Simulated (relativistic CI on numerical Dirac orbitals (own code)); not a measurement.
## Hf XI: what numerical and physical settings do to a radial Dirac CI calculation

Reference input:

```
atom Hf  Z=72  charge=10  electrons=62
nucleus A=180  rms_radius_fm=5.3470
hamiltonian dirac-coulomb  breit=on  qed=on  c_scale=1
orbitals kli  potential=per-configuration
slater_scale 1
correlation none
mixing on
grid step=0.0125 r_max=18.3
scf mixing=0.4 start=green max_iterations=150 tolerance=2e-08 node_fill=0.05
configurations
  [Kr] 4d10 4f12 5s2 5p2
  [Kr] 4d10 4f14 5s2
  [Kr] 4d10 4f13 5s2 5p
end
```

Computed lowest total energy -15033.02772 Ha, first excitation 8540.6 cm⁻¹, 49 SCF steps. Runs with settings changed; * marks those that are bad on purpose:

| Changed | Outcome | Lowest level | ΔE (Ha) | First excitation (cm⁻¹) | SCF steps | Message |
| --- | --- | --- | --- | --- | --- | --- |
| iteration limit 20 | converged | 4f¹²5p² ³H6 | 0 | 8540.6 | 49 |  |
| SCF mixing 0.2 | converged | 4f¹²5p² ³H6 | 2.31e-09 | 8540.6 | 54 |  |
| Slater scale 0.6, Breit term off, grid step 0.02 | converged | 4f¹²5p² ³H6 | -15.5 | 4562.3 | 44 |  |
| Breit term off | converged | 4f¹²5p² ³H6 | -15.6 | 8234.7 | 49 |  |
| grid step 0.6 * | refused |  |  |  | 0 | the grid has 28 points, outside 40 to 4096 |
| SCF mixing 1.3 * | converged | 4f¹²5p² ³H6 | 2.26e-09 | 8540.6 | 50 |  |
